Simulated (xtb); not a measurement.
C2H6AlIO, SMILES C[O][Al]([CH3])[I]. All values are semi-empirical tight-binding results from xtb (GFN2-xTB unless named), good for trends rather than for accurate numbers. Geometry optimised at GFN2-xTB. The structure was generated by enumeration; whether it is a known compound was not checked. One conformer was computed; it need not be the lowest.

Optimised geometry:

Bonds (Å): Al1–I2 2.527, Al1–C3 1.983, Al1–O7 1.645, C3–H4 1.093, C3–H5 1.092, C3–H6 1.093, O7–C8 1.400, C8–H9 1.092, C8–H10 1.092, C8–H11 1.092. Angles (°): I2–Al1–C3 121.1, I2–Al1–O7 117.1, C3–Al1–O7 121.9, Al1–C3–H4 111.5, Al1–C3–H5 111.9, Al1–C3–H6 111.5, H4–C3–H5 107.8, H4–C3–H6 106.4, H5–C3–H6 107.3, Al1–O7–C8 179.9, O7–C8–H9 109.9, O7–C8–H10 109.9, O7–C8–H11 109.8, H9–C8–H10 109.0, H9–C8–H11 109.1, H10–C8–H11 109.1.
Charge 0, spin multiplicity 1.

The geometry has at least one imaginary mode, so it is a saddle point at that level.

For metal compounds this method's bond lengths and energies can be far off.

Estimate the properties. (The exact figures need the calculation; the answer reports its results.)


```
Quantity       Value
-----------  -------
orbital gap  4.21 eV
```

Give the atomic charges and the Wiberg bond orders between heavy atoms. (Estimate from the structure and the level; the computed values follow.)

charges (e) Al1 0.36, I2 -0.18, C3 -0.20, H4 0.06, H5 0.06, H6 0.06, O7 -0.35, C8 0.05, H9 0.04, H10 0.04, H11 0.04. Bond orders Al1–I2 1.18, Al1–C3 1.03, Al1–O7 1.35, O7–C8 0.97.
